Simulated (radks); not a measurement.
Values are calculated unless marked as measured or tabulated.
Polarisability of neutral manganese, [Ar] 3d5 4s2, at imaginary frequency. Code: a radial shooting solver on a logarithmic mesh with Libxc functionals. Model: non-relativistic Kohn-Sham, LB94 model potential, spin-unpolarised, spherical densities, point nucleus. Response by self-consistent Sternheimer equations with the Hartree and adiabatic LDA kernel.

w (hartree),alpha1(iw) (bohr^3)
0.00266,51.54
0.0143,51.29
0.0360,49.92
0.0697,45.96
0.118,38.42
0.186,28.48
0.280,19.01
0.413,11.91
0.605,7.258
0.892,4.373
1.35,2.578
2.12,1.423
3.59,0.6751
6.94,0.2397
17.5,0.04971

Static values: alpha1 = 51.55 bohr^3 (7.640 angstrom^3; uncoupled 94.54). C6 = 432.3, triple-dipole C9 = 15980 atomic units. One-pole (London) frequency 4 C6 / (3 alpha1^2) = 0.217 hartree, against 0.321 for minus the highest occupied eigenvalue. Recommended static value: 68 bohr^3 (Schwerdtfeger and Nagle, 2023 table).

Beside tabulated values, note that spin-unpolarised runs miss the spin-polarisation part of the exchange energy of open shells.
